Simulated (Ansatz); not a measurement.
Geometry optimisation, RKS BHLYP/def2-SVP in Ansatz 0.2.0.

Input:

```yaml
crystal:
  periodic: [false, false, false]
  atoms:
    - { symbol: O, position_ang: [-0.6602, 1.2221, 1.0794] }
    - { symbol: Ge, position_ang: [0.2415, 0.1683, 0.0229] }
    - { symbol: O, position_ang: [-0.84504, -0.39923, -1.23572] }
    - { symbol: S, position_ang: [1.87421, 1.24671, -0.93308] }
    - { symbol: Cl, position_ang: [1.04055, -1.54404, 1.10961] }
    - { symbol: H, position_ang: [-1.6143, 1.2827, 0.6654] }
    - { symbol: H, position_ang: [-0.31989, -0.99944, -1.85215] }
    - { symbol: H, position_ang: [2.47871, 1.50621, 0.34924] }
basis:
  gaussian: { orbitals: def2-SVP }
hamiltonian:
  xc: { name: BHLYP }
relax:
  f_tol: 0.015
  max_steps: 40
```

Command:

```bash
$ ansatz run input.yaml --threads 2 --pin off --max-ram 3072MiB --backend cpu --events-out ev --progress --plain --runs-dir out
```

**Question.** Where does it end, and by what steps?

**Answer.** The forces met the threshold. The force dipped under the threshold on the way, but the program's further checks kept it going. After 20 steps the energy has fallen by 0.463 eV; H8 moved furthest, 0.72 Å.

| step | energy less start (eV) | largest force component (eV/Å) | accepted |
| --- | --- | --- | --- |
| 0 | 0.0000 | 3.389 | yes |
| 1 | -0.3472 | 0.994 | yes |
| 2 | -0.4068 | 0.686 | yes |
| 3 | -0.4216 | 0.336 | yes |
| 4 | -0.4308 | 0.308 | yes |
| 5 | -0.4368 | 0.587 | yes |
| 6 | -0.4420 | 0.333 | yes |
| 7 | -0.4495 | 0.423 | yes |
| 8 | -0.4497 | 0.443 | yes |
| 9 | -0.2808 | 3.269 | no |
| 10 | -0.4568 | 0.239 | yes |
| 11 | -0.4574 | 0.170 | yes |
| 12 | -0.4621 | 0.090 | yes |
| 13 | -0.4620 | 0.082 | no |
| 14 | -0.4626 | 0.040 | yes |
| 15 | -0.4629 | 0.024 | yes |
| 16 | -0.4630 | 0.021 | yes |
| 17 | -0.4632 | 0.011 | yes |
| 18 | -0.4632 | 0.017 | yes |
| 19 | -0.4632 | 0.017 | yes |
| 20 | -0.4632 | 0.004 | yes |

```xyz
8
Properties=species:S:1:pos:R:3
O -0.901 1.316 0.889
Ge 0.220 0.333 -0.006
O -0.745 -0.388 -1.273
S 1.895 1.546 -0.746
Cl 1.020 -1.232 1.242
H -1.791 0.967 0.905
H -0.287 -0.992 -1.854
H 2.784 0.934 0.049
```

Whether the end is a true minimum wasn't checked by a vibrational analysis.

The run took 66 s on 2 threads of Arm Neoverse V2, with other jobs on the host, peak memory 0.27 GiB.
